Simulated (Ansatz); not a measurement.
`N[SiH]1C=N1` + HBr → `Br[SiH]1C=N1` + NH₃ at 400 K and 1 bar (ligand exchange at the Si–N bond).

Calculated with Ansatz (gas phase, PBE0-D4/def2-TZVP geometries, no zero-point term in ΔE). CCSD(T)/CBS is the MP2 limit (def2-TZVPP, def2-QZVPP) plus CCSD(T) − MP2 in def2-TZVPP, frozen cores. This one scheme is used for every species. For Br outer-core shells are correlated without core-valence functions, which leaves a few kJ/mol of doubt a bond. Scalar relativity is left out up to krypton. Each species was taken in one conformer, which may not be the lowest.

```tsv
species	CCSD(T)/CBS energy (Eh)	H − E (kJ/mol)	S (J/(mol·K))
`N[SiH]1C=N1`	-438.91336	167.4	326.2
HBr	-2573.91920	27.6	207.2
`Br[SiH]1C=N1`	-2956.33657	99.3	329.1
NH₃	-56.50880	104.2	203.1
```

H − E and S are ideal-gas, rigid-rotor, harmonic terms from PBE0-D4/def2-TZVP, for one conformer and one mirror image of each species. 1 Eh = 2625.50 kJ/mol, R = 8.31446 J/(mol·K).

By hand: ΔE, ΔH, ΔS and ΔG.

ΔE = (-2956.33657) + (-56.50880) − (-438.91336) − (-2573.91920) = -0.01281 Eh = -33.6 kJ/mol. Δ(H − E) = 99.3 + 104.2 − 167.4 − 27.6 = 8.5, so ΔH = -25.1 kJ/mol. ΔS = 329.1 + 203.1 − 326.2 − 207.2 = -1.2 J/(mol·K). ΔG = -25.1 − 400 × (-1.2)/1000 = -24.6 kJ/mol.

By hand: the equilibrium constant, and the temperature at which ΔG would vanish if ΔH and ΔS stayed fixed.

log₁₀ K = −ΔG/(RT ln 10) = 3.2. ΔG = 0 at ΔH/ΔS = 20917 K, far beyond where these terms or the molecules hold.

The number of gas molecules stays the same, so ΔS is small and ΔH decides. A doubt of 5 kJ/mol in ΔE shifts log₁₀ K by 0.7 here. Other conformers and mirror images would add mixing entropy, several J/(mol·K) or more a flexible species. These are equilibria of isolated gas molecules and say nothing of rates. Largest T1 diagnostic: 0.013 (customary marks: 0.02 for closed shells, 0.045 for open ones).
